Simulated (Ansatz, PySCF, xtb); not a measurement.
Pulling on the Ga1–H2 bond in ClGaH2 (SMILES [Cl][GaH2]) (multiplicity 1 held, fragments rigid). Energies count from the point at 1.557 Å.
Geometry at that point (charge 0, multiplicity 1):
```csv
atom,x (Å),y (Å),z (Å)
Ga,-0.0029,-0.2319,-0.6712
H,-1.4091,-0.3118,-1.3346
H,1.3979,-0.5822,-1.2533
Cl,0.0059,0.4754,1.3761
```

R- and RO- levels are restricted; in cc, def2 and unpolarised 6-31G sets they are followed outwards from rest. U- levels take the lowest unrestricted solution at each point, which mixes spins at long bonds. Curves can end on different states.

Frozen-core correlation. Filled d and f shells under p-block atoms count as core. Rows in LANL2DZ carry no dispersion term and start afresh at each structure. LANL2DZ brings its own core potentials from Na on.

Run with Ansatz (a quantum-chemistry and plane-wave program) with Gaussian orbitals; PySCF for LANL2DZ rows; xtb for the GFN methods.  The GFN methods have no spin term and hold the electronic entropy of 300 K.

One of these levels gives 114.25 kcal/mol for the energy at R = 4.982 Å. Which one is it?
A. R-SCS-MP2/def2-TZVPP
B. R-r2SCAN/def2-TZVPP
C. U-HF/LANL2DZ
D. GFN2-xTB

B, R-r2SCAN/def2-TZVPP. The others give 86.72 (GFN2-xTB), 62.24 (U-HF/LANL2DZ), 105.16 (R-SCS-MP2/def2-TZVPP)

Doubts at one or more of the structures used: a spin-contaminated determinant (U-HF/LANL2DZ); a restricted determinant that unrestricted orbitals would lower (R-r2SCAN/def2-TZVPP, R-SCS-MP2/def2-TZVPP).
